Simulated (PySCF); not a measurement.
**Ionisation energy of O⁶⁺ by level of theory**

O⁶⁺ 1s2 (1S) → O⁷⁺ 1s1 (2S), as a difference of total energies. All numbers are calculated (PySCF 2.14, the spin-free X2C one-electron Hamiltonian (Gaussian nucleus), in an uncontracted even-tempered set (17 s from 2.2 bohr⁻², ratio 2.2; 7 p from 3.6 bohr⁻², ratio 2.4; 4 d from 11 bohr⁻², ratio 2.4; 3 f from 16 bohr⁻², ratio 2.4; 3 g from 24 bohr⁻², ratio 2.4)). Correlated levels: nothing frozen; virtual orbitals above 40 to 60 times the deepest correlated orbital energy dropped. The calculations carry no spin-orbit coupling.

```json
{"method": "UHF", "ionisation energy (eV)": "738.23"}
{"method": "LDA", "ionisation energy (eV)": "733.44"}
{"method": "PBE", "ionisation energy (eV)": "738.32"}
{"method": "PBE0", "ionisation energy (eV)": "738.57"}
{"method": "r2SCAN", "ionisation energy (eV)": "739.54"}
{"method": "MP2 (all electrons)", "ionisation energy (eV)": "739.42"}
{"method": "SCS-MP2 (all electrons)", "ionisation energy (eV)": "739.66"}
```

Estimate what revPBE gives.

739.23 eV, closest to MP2 (all electrons) among the rows shown.

Estimate what M06-2X gives.

739.89 eV, closest to SCS-MP2 (all electrons) among the rows shown.

For comparison: 739.33 eV (theoretical estimate listed by NIST; NIST Atomic Spectra Database, ionization energies).
